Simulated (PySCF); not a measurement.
Give a PBE0-D3(BJ)/def2-SVP geometry of `C1(B(Cl)Cl)=C(Br)C1`.

```xyz
9
C3H2BBrCl2 angstrom
Cl     2.4962    1.6683   -0.0502
B      1.6697    0.1251   -0.0867
Cl     2.5992   -1.3516   -0.2201
C      0.1531    0.0740   -0.0053
C     -1.0108    0.6704    0.0698
Br    -1.9415    2.2405    0.1532
C     -1.1073   -0.7981    0.0344
H     -1.4449   -1.2986   -0.8854
H     -1.3516   -1.3476    0.9557
```

Orientation and origin are arbitrary. Atoms count from 1 in this order. The 7 heavy atoms lie in one plane (0.017 Å rms). The 3 C–C bonds span 1.310 Å (C4=C5, drawn double) to 1.533 Å (C4–C7, drawn single), a spread of 0.223 Å. The 3-membered ring C4–C5–C7 has internal angles of 51.6° to 66.6°. B2 (three-coordinate boron) is planar (angles 120.4°, 120.0° and 119.6°, sum 360.0°, 0.00 Å off the plane of its three neighbours).

Bonds between heavy atoms (Å): Cl1–B2 1.751, B2–Cl3 1.750, B2–C4 1.520, C4=C5 1.310, C5–Br6 1.827, C5–C7 1.472, C4–C7 1.533.

Computed with PBE0-D3(BJ)/def2-SVP geometry optimisation, gas phase (PySCF).

Point group: near Cs, missed by 0.08 Å at most; the miss may be what the optimiser left on a soft mode. Not checked by PBE0-D3(BJ)/def2-SVP frequencies. One conformer, not necessarily the lowest (Cl1–B2–C4–C5 2°).
